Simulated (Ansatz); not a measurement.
A structure relaxed at PBE0-D4/def2-SVP in Ansatz, charge 0, doublet:

```xyz
5

Rb    0.2030   -0.9424   -2.6278
Rb   -0.0765    0.3498    0.9724
F    -1.1556    0.6586   -1.2527
F    -0.2538    1.1749    3.2894
F     1.2829   -1.2409   -0.3813
```

Give its formula and point group.

the cluster Rb2F3. Point group C2v (tolerance 0.1 Å).

Summarise the bond lengths by kind (pairs closer than 1.2 times the sum of covalent radii, bridged metal pairs left out).

5 × F–Rb 2.47 to 2.51 Å.

In the def2 sets Rb takes a core potential; there is no spin–orbit coupling. Another isomer (doublet) lies 0.93 eV lower at PBE0-D4/def2-TZVP; other spin states weren't run for this one.
